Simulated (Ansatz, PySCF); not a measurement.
trimethylsulfonium (C3H9S), SMILES C[S+](C)C, charge +1. Atoms are numbered in the order given.

```xyz
13

C     -0.3454     1.6230    -0.0376
S     -0.1140    -0.1025     0.4715
C      1.6039    -0.4286    -0.0109
C     -1.0551    -1.0132    -0.7835
H     -0.0668     1.7508    -1.0926
H      0.2834     2.2405     0.6186
H     -1.4032     1.8696     0.1283
H      1.7593    -0.1720    -1.0677
H      1.7940    -1.4950     0.1729
H      2.2441     0.1774     0.6451
H     -0.7321    -0.7190    -1.7915
H     -0.8803    -2.0831    -0.6050
H     -2.1171    -0.7822    -0.6216
```
Charge +1, spin multiplicity 1.

Geometry: B3LYP-D3(BJ)/def2-SVP.

Two levels are set side by side: PBE-D3(BJ)/def2-SVP (Ansatz, a first-principles code) and B3LYP-D3(BJ)/def2-SVP (Ansatz). Each level has its own optimised geometry; the coordinates shown are those of the second. Frequencies come from the Hessian of PySCF at each geometry. Differences are taken from unrounded values.

```csv
quantity,B3LYP-D3(BJ)
mean bond length (Å),1.278
bond C1–S2 (Å),1.814
bond S2–C3 (Å),1.814
bond S2–C4 (Å),1.814
bond C1–H5 (Å),1.099
bond C1–H6 (Å),1.099
bond C1–H7 (Å),1.099
bond C3–H8 (Å),1.099
bond C3–H9 (Å),1.099
bond C3–H10 (Å),1.099
bond C4–H11 (Å),1.099
bond C4–H12 (Å),1.099
bond C4–H13 (Å),1.099
highest harmonic wavenumber (cm⁻¹),3184
mean harmonic wavenumber (cm⁻¹),1522
zero-point energy (kcal/mol),71.80
```

### Question
What does PBE-D3(BJ) give, and how far is it from B3LYP-D3(BJ)? (Estimate from the structure and the level; the computed values follow.)

### Answer

| quantity | PBE-D3(BJ) | PBE-D3(BJ) minus B3LYP-D3(BJ) |
|---|---|---|
| mean bond length (Å) | 1.283 | 0.006 |
| bond C1–S2 (Å) | 1.812 | -0.002 |
| bond S2–C3 (Å) | 1.812 | -0.002 |
| bond S2–C4 (Å) | 1.812 | -0.002 |
| bond C1–H5 (Å) | 1.107 | 0.008 |
| bond C1–H6 (Å) | 1.107 | 0.008 |
| bond C1–H7 (Å) | 1.107 | 0.008 |
| bond C3–H8 (Å) | 1.107 | 0.008 |
| bond C3–H9 (Å) | 1.107 | 0.008 |
| bond C3–H10 (Å) | 1.107 | 0.008 |
| bond C4–H11 (Å) | 1.107 | 0.008 |
| bond C4–H12 (Å) | 1.107 | 0.008 |
| bond C4–H13 (Å) | 1.107 | 0.008 |
| highest harmonic wavenumber (cm⁻¹) | 3124 | -60 |
| mean harmonic wavenumber (cm⁻¹) | 1483 | -39 |
| zero-point energy (kcal/mol) | 69.98 | -1.83 |

GGA bonds tend to be longer and softer than those of functionals with exact exchange. Differences between two approximate levels are no errors against the true value.
